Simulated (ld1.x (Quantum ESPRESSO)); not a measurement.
## S (Z = 16): excitation energies, all-electron against TM

| Quantity | Value |
| --- | --- |
| Element | S (Z = 16) |
| Generator | ld1.x (Quantum ESPRESSO) 7.5 |
| Type | norm-conserving Troullier–Martins (Kleinman–Bylander form) |
| Functional | LDA (PZ) |
| Relativity | scalar-relativistic |
| Frozen core | [Ne] |
| Valence charge | 6 |
| Reference configuration | 3s2 3p4 |
| Partial waves | 3s (bound): rc 1.05 bohr; 3d channel at 0.45 Ry: rc 1.15 bohr; 3p (bound): rc 1.05 bohr |
| Local potential | the p channel |
| Core correction | a·sin(br)/r model core, default radius (core density twice the valence density) |

Energies are relative to the spin-unpolarised reference configuration 3s2 3p4; without spin polarisation the order of configurations can differ from experiment. Spin-polarised rows fill each open shell by Hund’s rule, majority spin first.

```tsv
valence configuration	charge	ΔE all-electron (eV)	error AE − PS (meV)
3s2 3p3	+1	11.863	+6.1
3s2 3p2	+2	34.236	+37
3s2 3p1	+3	68.394	+108
3s2 3p0	+4	115.377	+220
3s1 3p4	+1	22.660	+13
3s2 3p3.5	+0.5	4.709	+1.1
3s1 3p5	0	10.240	+1.7
3s2 3p4 (spin-polarised)	0	-0.706	+3.1
3s2 3p3 (spin-polarised)	+1	9.898	+12
```
